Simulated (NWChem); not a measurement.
All runs are NWChem calculations. System: H4Sn, charge 0, spin multiplicity 1, at a geometry optimised with B3LYP/def2-SVP with def2 effective core potentials on Sn. The structure started from a generated list of species. Level: PBE0/x2c-SVPall-2c, scalar ZORA.

Job file:

```
start mol
memory heap 200 mb stack 900 mb global 1100 mb
geometry units angstroms nocenter noautoz noautosym
  Sn     0.000000     0.000000     0.000000
  H      1.401986     0.000000    -0.991344
  H     -1.401986     0.000000    -0.991344
  H      0.000000     1.401985     0.991344
  H      0.000000    -1.401985     0.991344
end
basis spherical
  * library x2c-svpall-2c
end
relativistic
  zora on
end
dft
  xc pbe0
  semidirect memsize 60000000 filesize 0
  iterations 100
  grid fine
end
task dft energy
```

NWChem printed:

```
             Northwest Computational Chemistry Package (NWChem) 7.3.0
             --------------------------------------------------------

                                NWChem Input Module
                                -------------------

 Scaling coordinates for geometry "geometry" by  1.889725989
 (inverse scale =  0.529177249)

                             Geometry "geometry" -> ""
                             -------------------------

 Output coordinates in angstroms (scale by  1.889725989 to convert to a.u.)

  No.       Tag          Charge          X              Y              Z
 ---- ---------------- ---------- -------------- -------------- --------------
    1 Sn                  50.0000     0.00000000     0.00000000     0.00000000
    2 H                    1.0000     1.40198600     0.00000000    -0.99134400
    3 H                    1.0000    -1.40198600     0.00000000    -0.99134400
    4 H                    1.0000     0.00000000     1.40198500     0.99134400
    5 H                    1.0000     0.00000000    -1.40198500     0.99134400

 Effective nuclear repulsion energy (a.u.)      62.7696180857

            Nuclear Dipole moment (a.u.)
            ----------------------------
        X                 Y               Z
 ---------------- ---------------- ----------------
     0.0000000000     0.0000000000     0.0000000000


 Summary of "ao basis" -> "" (spherical)
 ------------------------------------------------------------------------------
       Tag                 Description            Shells   Functions and Types
 ---------------- ------------------------------  ------  ---------------------
 *                       x2c-svpall-2c                on all atoms

                                 NWChem DFT Module
                                 -----------------

 Summary of "ao basis" -> "ao basis" (spherical)
 ------------------------------------------------------------------------------
       Tag                 Description            Shells   Functions and Types
 ---------------- ------------------------------  ------  ---------------------
[...]
 Vector   27  Occ=2.000000D+00  E=-3.362539D-01
              MO Center=  2.0D-03,  1.6D-04, -2.1D-06, r^2= 3.2D+00
   Bfn.  Coefficient  Atom+Function         Bfn.  Coefficient  Atom+Function
  ----- ------------  ---------------      ----- ------------  ---------------
    21      0.308758  1 Sn pz                15     -0.265439  1 Sn pz
    51     -0.224116  2 H  s                 56     -0.223156  3 H  s
    61      0.223675  4 H  s                 66      0.223597  5 H  s
    24      0.212078  1 Sn pz                52     -0.135491  2 H  s
    57     -0.134911  3 H  s                 62      0.135224  4 H  s

 Vector   28  Occ=0.000000D+00  E= 3.780346D-02
              MO Center=  3.6D-04,  3.5D-04, -2.0D-05, r^2= 4.6D+00
   Bfn.  Coefficient  Atom+Function         Bfn.  Coefficient  Atom+Function
  ----- ------------  ---------------      ----- ------------  ---------------
    24      1.389829  1 Sn pz                52      0.651794  2 H  s
    57      0.653398  3 H  s                 62     -0.651781  4 H  s
    67     -0.653358  5 H  s                 21      0.225735  1 Sn pz
    15     -0.202570  1 Sn pz                40     -0.176118  1 Sn d  2
    51      0.118925  2 H  s                 56      0.119217  3 H  s

 Vector   29  Occ=0.000000D+00  E= 3.780527D-02
              MO Center= -3.2D-06, -3.5D-04, -2.1D-01, r^2= 4.5D+00
   Bfn.  Coefficient  Atom+Function         Bfn.  Coefficient  Atom+Function
  ----- ------------  ---------------      ----- ------------  ---------------
    23      1.389796  1 Sn py                62     -0.923434  4 H  s
    67      0.922308  5 H  s                 20      0.225725  1 Sn py
    14     -0.202561  1 Sn py                37      0.176111  1 Sn d -1
    61     -0.168481  4 H  s                 66      0.168276  5 H  s
    42     -0.086356  1 Sn d -1              11      0.082767  1 Sn py

 Vector   30  Occ=0.000000D+00  E= 3.780529D-02
              MO Center= -3.5D-04,  3.2D-06,  2.1D-01, r^2= 4.5D+00
   Bfn.  Coefficient  Atom+Function         Bfn.  Coefficient  Atom+Function
  ----- ------------  ---------------      ----- ------------  ---------------
    22      1.389795  1 Sn px                52     -0.923433  2 H  s
    57      0.922309  3 H  s                 19      0.225725  1 Sn px
    13     -0.202562  1 Sn px                39      0.176111  1 Sn d  1
    51     -0.168481  2 H  s                 56      0.168276  3 H  s
    44     -0.086356  1 Sn d  1              10      0.082768  1 Sn px

 center of mass
 --------------
 x =   0.00000000 y =   0.00000000 z =   0.00000000

 moments of inertia (a.u.)
 ------------------
          28.296031967060           0.000000000000           0.000000000000
           0.000000000000          28.296052150087           0.000000000000
           0.000000000000           0.000000000000          28.296311908863

     Multipole analysis of the density
     ---------------------------------

     L   x y z        total         alpha         beta         nuclear
     -   - - -        -----         -----         ----         -------
     0   0 0 0     -0.000000    -27.000000    -27.000000     54.000000

     1   1 0 0     -0.000000     -0.000000     -0.000000      0.000000
     1   0 1 0     -0.000000     -0.000000     -0.000000      0.000000
     1   0 0 1      0.000000      0.000000      0.000000      0.000000

     2   2 0 0    -22.199135    -18.118726    -18.118726     14.038316
     2   1 1 0      0.000000      0.000000      0.000000      0.000000
     2   1 0 1      0.000000      0.000000      0.000000      0.000000
     2   0 2 0    -22.199133    -18.118715    -18.118715     14.038296
     2   0 1 1      0.000000      0.000000      0.000000      0.000000
     2   0 0 2    -22.199117    -18.118578    -18.118578     14.038038

 Task  times  cpu:        5.4s     wall:        5.4s

 Total times  cpu:        5.4s     wall:        5.4s
```
